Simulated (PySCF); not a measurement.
Ge(Cl)(OH) (ClGeHO), SMILES [OH][Ge][Cl] (connectivity only; charge and spin as stated), neutral, multiplicity 1.

The structure is a stationary point at ωB97X-D3(BJ)/def2-TZVP. One conformer was computed; it need not be the lowest.

Method: TDDFT-B3LYP/def2-SVPD in PySCF.

Vertical excitations. Isolated molecule, no solvent. State labels are in the subgroup Cs.

Computed lowest excited states:
```
state  symmetry  energy (eV)  λ (nm)      f                                              main pairs
-----  --------  -----------  ------  -----  ------------------------------------------------------
S1           A"         4.27     291  0.034                                          HOMO→LUMO 98 %
S2           A"         5.09     243  0.004                                        HOMO−1→LUMO 99 %
S3           A'         5.48     226  0.009                                        HOMO−2→LUMO 88 %
S4           A'         6.36     195  0.128                      HOMO→LUMO+1 57 %, HOMO−3→LUMO 26 %
S5           A'         6.72     185  0.160     HOMO−3→LUMO 52 %, HOMO→LUMO+1 26 %, HOMO→LUMO+2 9 %
S6           A"         6.81     182  0.000                                        HOMO−4→LUMO 99 %
S7           A'         7.10     175  0.206  HOMO→LUMO+2 65 %, HOMO−1→LUMO+1 19 %, HOMO−3→LUMO 10 %
S8           A"         7.17     173  0.012                                      HOMO−2→LUMO+1 97 %
S9           A'         7.25     171  0.050                    HOMO−1→LUMO+1 69 %, HOMO→LUMO+2 13 %
S10          A'         7.56     164  0.068                                        HOMO→LUMO+3 86 %
T1           A"         3.10     400      0                                          HOMO→LUMO 98 %
T2           A'         4.77     260      0                                        HOMO−2→LUMO 97 %
T3           A"         4.92     252      0                                        HOMO−1→LUMO 99 %
T4           A'         5.30     234      0                                        HOMO→LUMO+1 92 %
```
Triplets are in the Tamm–Dancoff approximation, which puts them higher than full response would, so one can lie above its singlet here.
